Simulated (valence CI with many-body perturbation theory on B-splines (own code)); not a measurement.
Ir6+ in brief

Computed by relativistic CI+MBPT: three valence electrons over a frozen Dirac-Fock core [Xe] 4f14, radial functions for each j: 9 s, 9 p, 10 d, 8 f, 5 g, 3 h, 1 i, with the one-electron correlation potential Σ1 (screened to all orders), the two-electron term Σ2, the three-electron term Σ3, Breit, model QED; selected single and double excitations, second order for the rest, scaled by the run's own slope (own B-spline code, finite nucleus).

No measured spectrum was set against this ion. As an estimate, terms of the open shell hold to 2 to 4 % of their energy, and close levels can change places; different configurations can be misplaced against each other by 1,000 to 8,000 cm⁻¹. Core correlation moves these levels by up to 17000 cm⁻¹, and in measured spectra 5 to 20 % of such shifts remained as error; rates that hang on mixing are uncertain with them.

Names give the largest LS component (configuration and term), which can be under half, so a name can repeat, a term be missing and a line seem to break the LS rules; names also repeat where a configuration has a term twice.

Rates and lifetimes use the calculated energies. Strong lines usually hold to 10 to 20 %, long lifetimes can be off by a factor of two.

**Question.** What is the ground level?

**Answer.** 5d³ ⁴F_3/2, composition 80 % 5d³ ⁴F + 16 % 5d³ ²D + 2 % 5d³ ²P, g = 0.500.

**Question.** Among levels below 34.617 eV, which E1 lines absorb most strongly from the ground level?

**Answer.** to 5d²6p ⁴F°_3/2 at 44.44 nm, f = 0.258; to 5d²6p ⁴D°_1/2 at 42.05 nm, f = 0.120; to 5d²6p ⁴G°_5/2 at 45.56 nm, f = 0.0623.

**Question.** How well does LS coupling describe the low levels?

**Answer.** Among the lowest 20 levels the leading LS term, summed over configurations, holds 76 % on average. For single configurations the figures are 75 % in LS and 79 % in jj coupling. Terms mix most in the J = 3/2 level at 4.140 eV, where the leading one holds 45 %.

**Question.** Name the longest-lived excited levels whose lifetime is computed, and their main decay.

**Answer.** 5d³ ⁴F_9/2 at 2.173 eV lives 1.43 s, mostly by M1 to 5d³ ⁴F_7/2; 5d³ ⁴P_1/2 at 2.461 eV lives 139 ms, mostly by M1 to 5d³ ⁴F_3/2; 5d³ ⁴F_7/2 at 1.744 eV lives 138 ms, mostly by M1 to 5d³ ⁴F_5/2.

**Question.** What is the ionisation energy?

**Answer.** 89.481 eV; NIST lists 89 ± 2 eV (theoretical).

**Question.** Where does the other parity begin?

**Answer.** At 5d²6p ⁴G°_5/2, 27.214 eV.
